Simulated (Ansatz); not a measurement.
All numbers were calculated with Ansatz.

A structure relaxed at PBE0-D4/def2-TZVP, charge 0, multiplicity 1:

```xyz
12

Si   -1.889    0.116   -0.236
Si    0.282   -0.596   -0.750
C     1.385   -0.383    0.757
Se    1.296    1.463    1.399
H    -2.215   -0.271    1.164
H    -2.865   -0.548   -1.145
H    -2.039    1.586   -0.382
H     0.844    0.222   -1.862
H     0.283   -2.022   -1.191
H     2.423   -0.665    0.581
H     1.004   -0.982    1.586
H     1.492    2.080    0.078
```

**Question.** Give its formula and SMILES.

**Answer.** CH8SeSi2, `[SiH3][SiH2]C[SeH]`.

**Question.** Summarise the bond lengths by kind.

**Answer.** 1 × Si–Si 2.342 Å; 5 × H–Si 1.485 to 1.493 Å; 1 × C–Si 1.880 Å; 1 × C–Se 1.957 Å; 2 × C–H 1.090 to 1.092 Å; 1 × H–Se 1.470 Å.
